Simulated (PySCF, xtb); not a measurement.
Two structures of AlB2FH2

Structure I is a triplet given by its coordinates and structure II is `[F][Al]1[BH][BH]1`, a singlet. Both are isolated molecules in the gas phase, relaxed with PBE0-D3(BJ)/def2-SVP.

I (Å):

```xyz
6

Al   -1.6788   -2.0446    0.7792
B    -0.9618    0.6738   -1.5044
B    -1.2654   -0.4857   -0.5354
F    -0.5307   -2.4378    1.9277
H    -0.7351    1.5706   -2.2576
H    -2.9947   -2.9219    0.8165
```

Close contacts (Å): Al1–B3 2.08, Al1–F4 1.67, B2–B3 1.54, Al1–H6 1.58, B2–H5 1.19.

II (Å):

```xyz
6

Al   -0.3349   -0.1451    0.0421
B    -0.1775    1.1566    1.6524
B     0.4365    1.7460    0.4241
F    -0.7330   -1.5105   -0.8060
H     0.8936    2.1100   -0.6242
H    -0.6979    0.5756    2.5645
```

Problem. Estimate E(II) − E(I) at the level CCSD(T)/def2-SVP + ΔMP2/def2-TZVPP.

Solution. Calculated at CCSD(T)/def2-SVP + ΔMP2/def2-TZVPP: E(II) − E(I) = −31.7 kcal/mol, so structure II lies lower.

Level by level:

```tsv
level	geometry	E(II) − E(I) (kcal/mol)	departure from the last row (kcal/mol)	job, with rough time for the two
PBE0-D3(BJ)/def2-SVP	PBE0-D3(BJ)/def2-SVP	−27.9	+3.8	optimisation, 89 s
HF/def2-SVP	PBE0-D3(BJ)/def2-SVP	+6.4	+38.1	part of the CCSD(T) run
MP2/def2-SVP	PBE0-D3(BJ)/def2-SVP	−31.0	+0.7	part of the CCSD(T) run
CCSD(T)/def2-SVP	PBE0-D3(BJ)/def2-SVP	−27.4	+4.3	single point
CCSD(T)/def2-SVP + ΔMP2/def2-TZVPP	PBE0-D3(BJ)/def2-SVP	−31.7		single point, 58 s
```

HF/def2-SVP puts the two in the other order. The largest departure from CCSD(T)/def2-SVP + ΔMP2/def2-TZVPP is that of HF/def2-SVP, 38.1 kcal/mol. Levels run at GFN2-xTB geometries aren't shown. The last row adds to CCSD(T) the change of the MP2 difference between the two basis sets, here −4.3 kcal/mol, a large step that makes the value less sure. The triplet state of I needn't be its ground state.

With thermal terms from frequencies at re-optimised GFN2-xTB minima (ideal gas, soft modes damped towards free rotors, one conformer each, 298.15 K, 1 atm): on the last row, ΔE + ΔZPE = −30.0, ΔH = −30.3, ΔG = −29.0 kcal/mol.

Open shells are spin-unrestricted. The correlated steps freeze 8 core orbitals. ΔG holds the spin degeneracy. Programs: PySCF 2.14.0, xtb 6.7.1; the last row on 2 threads of Intel(R) Xeon(R) Platinum 8488C (Sapphire Rapids) on a shared host.
